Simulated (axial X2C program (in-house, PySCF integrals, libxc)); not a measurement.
Potential curves of SbBr⁺, two-component

Computed with an in-house all-electron X2C program for linear molecules (integrals from PySCF). Two-component (2c) means X2C with spin–orbit coupling and atomic mean-field two-electron Coulomb and Gaunt terms. Basis: Sb dyall-cv3z [11s12p8d4f1g], Br dyall-cv3z [8s9p6d4f1g] (cores contracted in-house); Gaussian nuclei, density fitting, unrestricted open shells. Masses: Sb 120.904 u, Br 78.918 u.

State: Ω = 1/2 (⟨Sz⟩ = -0.49, ⟨Lz⟩ = 0.99 at PBE0). Energies in cm⁻¹ from the lowest point of each curve. Fits are polynomials in 1 − R0/R over 0.85 to 1.23 times the lowest point R0.

| R (Å) | PBE0 | r2SCAN0 |
| --- | --- | --- |
| 2.0776 | 9958 | 9523 |
| 2.1731 | 4033 | 3730 |
| 2.2447 | 1551 | 1350 |
| 2.3164 | 307 | 207 |
| 2.3880 | 0 | 0 |
| 2.4716 | 513 | 625 |
| 2.5552 | 1694 | 1910 |
| 2.6626 | 3850 | 4186 |
| 2.7940 | 7022 | 7474 |
| 2.9850 | 11884 | 12393 |

One determinant describes the state; a PBE0 search over occupations chose it and may have missed a lower one. Density functionals use the spin component along the axis (collinear). Without a current term, density functionals place determinants with orbital angular momentum somewhat too high. The determinant is spin-polarised beyond a pure state at some levels (its spin-free form has ⟨S²⟩ too high), which makes Re and μ there less reliable.

Task: What are Re and ωe at the PBE0 level?

Result: At PBE0, 2c: Re = 2.380 Å, ωe ≈ 314 cm⁻¹; Be follows as 0.0623 cm⁻¹.

Task: Fit the r2SCAN0 curve near its minimum: give the equilibrium distance and the harmonic wavenumber.

Result: At r2SCAN0, 2c: Re = 2.370 Å, ωe ≈ 320 cm⁻¹; Be follows as 0.0628 cm⁻¹.
